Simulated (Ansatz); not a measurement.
Basis sets compared for nido-B6H10 (SH for H, site d on B) (B6H10S). The state is a singlet with charge 0. Geometry PBE0-D4/def2-SVP. Ansatz on 4 threads of Arm Neoverse V1 on a shared host; times are rough, and most runs start from earlier orbitals.

| atom | x (Å) | y (Å) | z (Å) |
| --- | --- | --- | --- |
| B1 | 0.4694 | 1.4558 | 0.1047 |
| B2 | 1.4904 | 0.0605 | 0.0602 |
| B3 | -1.1550 | -0.6418 | -0.6978 |
| B4 | 0.4760 | -1.3451 | -0.4167 |
| B5 | -0.1589 | -0.1410 | 0.6830 |
| B6 | -1.0691 | 1.0473 | -0.3369 |
| S7 | -0.5521 | -0.5694 | 2.4519 |
| H8 | 0.8921 | 2.3775 | 0.7474 |
| H9 | 2.5725 | -0.0700 | 0.5570 |
| H10 | -2.1377 | -1.3201 | -0.7929 |
| H11 | 0.7180 | -2.4962 | -0.1926 |
| H12 | -0.9678 | 0.6660 | 2.8009 |
| H13 | -2.1242 | 1.5766 | -0.1186 |
| H14 | 1.3849 | 1.0798 | -0.8071 |
| H15 | 1.5186 | -0.8130 | -1.0073 |
| H16 | -0.2431 | -1.2823 | -1.5110 |
| H17 | -1.1141 | 0.4154 | -1.5243 |

Another isomer (singlet) lies 0.25 eV lower at PBE0-D4/def2-TZVP; other spin states weren't run for this one.

Binding counts from free atoms (B doublet, S triplet, H doublet) in the same basis, without a counterpoise term.

```tsv
level	functions	energy (Eh)	HOMO (eV)	LUMO (eV)	binding per atom (eV)	wall time
PBE-D4/def2-SVP	152	-552.6662	-5.34	-2.20	3.83	2.1 s
PBE0-D4/def2-SVP	152	-552.7541	-6.56	-1.33	3.81	2.8 s
```

(1) Estimate the rows for PBE-D4/def2-TZVP (with forces), PBE0-D4/def2-TZVP.

Answers

(1) 
| level | functions | energy (Eh) | HOMO (eV) | LUMO (eV) | binding per atom (eV) | wall time |
| --- | --- | --- | --- | --- | --- | --- |
| PBE-D4/def2-TZVP (with forces) | 283 | -552.9657 | -5.57 | -2.29 | 3.79 | 5.5 s |
| PBE0-D4/def2-TZVP | 283 | -553.0460 | -6.74 | -1.39 | 3.77 | 6.5 s |
